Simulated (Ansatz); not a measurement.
The same path of BClH2 + BrH (6 atoms, charge 0, multiplicity 1) was run twice with different band settings. Lost on the way: B1–H2, Br5–H6. Made: B1–Br5, H2–H6.

These are results of Ansatz, RKS PBE-D4/def2-SVP, not measurements.

Relaxed end points:

```xyz
6
Properties=species:S:1:pos:R:3
B 0.010 0.252 -0.100
H 0.204 0.766 0.979
H 0.902 -0.047 -0.863
Cl -1.646 0.224 -0.711
Br 0.290 -2.278 1.106
H -0.757 -1.978 2.043
```

```xyz
6
Properties=species:S:1:pos:R:3
B 0.002 -0.693 -0.613
H -0.492 0.392 2.365
H 1.029 -0.057 -0.570
Cl -1.505 0.110 -0.984
Br 0.063 -2.571 -0.282
H -0.094 -0.242 2.539
```

Common settings: movable images 7; climbing image yes; optimiser quadratic models (default); start path through a guess of the saddle point; force threshold 0.05 eV/Å; iteration limit 60; end points relaxed.

| run | spring |
| --- | --- |
| 1 | 5.0 eV/Å² |
| 2 | 2.0 to 10.0 eV/Å², energy-weighted |

Q: What does each run give, and how far can it be trusted?

A: Run 1: converged after 15 iterations, highest image 0.272 eV above the first end. A vibrational analysis at the climbing image gives one clearly imaginary mode, 433i cm⁻¹: a first-order saddle point.
Run 2: converged after 11 iterations, highest image 0.272 eV above the first end. Another band between the same ends (7 images) ends at a top of the same energy, where a vibrational analysis finds 1 clearly imaginary mode.
The orbitals stay closed-shell, which can raise the energy where a bond breaks towards radicals; this wasn't checked here.
